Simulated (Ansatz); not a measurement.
A structure relaxed at PBE-D4/def2-SVPD in Ansatz, charge -1, doublet:

```xyz
7

Zr    0.052   -0.010   -1.069
Zr   -0.870    0.845    1.634
S    -2.226   -0.291    0.024
S     1.452   -1.538    0.322
S     0.764   -0.897    2.258
S     0.396    2.206    0.128
S     0.432   -0.315   -3.297
```

Give its formula and point group.

Zr2S5⁻. Point group Cs (tolerance 0.1 Å).

Summarise the bond lengths by kind (pairs closer than 1.2 times the sum of covalent radii, bridged metal pairs left out).

7 × S–Zr 2.28 to 2.54 Å; 1 × S–S 2.15 Å.

In the def2 sets Zr takes a core potential; there is no spin–orbit coupling. Another isomer (doublet) lies 0.72 eV lower at PBE0-D4/def2-TZVPD; other spin states weren't run for this one.
